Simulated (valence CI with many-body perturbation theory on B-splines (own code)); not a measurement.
## Assign the levels of Ni XIV

Computed by relativistic CI+MBPT: five valence electrons over a frozen Dirac-Fock core [Ne], a basis of 9 s, 9 p, 8 d, 6 f, 3 g, 1 h functions for each j, with the one-electron correlation potential Σ1, the two-electron term Σ2, the three-electron term Σ3, Breit, model QED; selected CI, second order for the rest (own B-spline code, finite nucleus).

No measured levels were compared; by estimate levels of excited configurations hold to 0.05 to 0.15 % of their energy, terms of the ground configuration to about 0.5 %. Among the levels kept, up to 460 cm⁻¹ of a level comes from second order outside the variational space, and about a tenth of that is noise between levels of different J, which matters for small intervals.

```
No.    J  Parity  E (eV)      g
  1  3/2     odd   0.000  1.964
  2  3/2     odd   5.706  0.903
  3  5/2     odd   6.675  1.199
  4  1/2     odd  10.599  0.664
  5  3/2     odd  12.027  1.266
  6  5/2    even  39.221  1.591
  7  3/2    even  41.017  1.726
  8  1/2    even  41.750  2.654
  9  3/2    even  48.616  0.822
 10  5/2    even  49.067  1.208
 14  3/2    even  60.179  0.441
 15  5/2    even  60.902  1.058
 16  7/2    even  61.971  1.246
 17  5/2    even  62.611  0.957
```

Energies count from the lowest level. Strongly mixed levels and levels close to another of their J and parity are left out, so the numbers can have gaps.

Q: Give configuration and LS term of each level.

A: 1: 3s2 3p3 4S°; 2: 3s2 3p3 2D°; 3: 3s2 3p3 2D°; 4: 3s2 3p3 2P°; 5: 3s2 3p3 2P°; 6: 3s 3p4 4P; 7: 3s 3p4 4P; 8: 3s 3p4 4P; 9: 3s 3p4 2D; 10: 3s 3p4 2D; 14: 3s2 3p2 3d 4F; 15: 3s2 3p2 3d 4F; 16: 3s2 3p2 3d 4F; 17: 3s2 3p2 3d 2F.
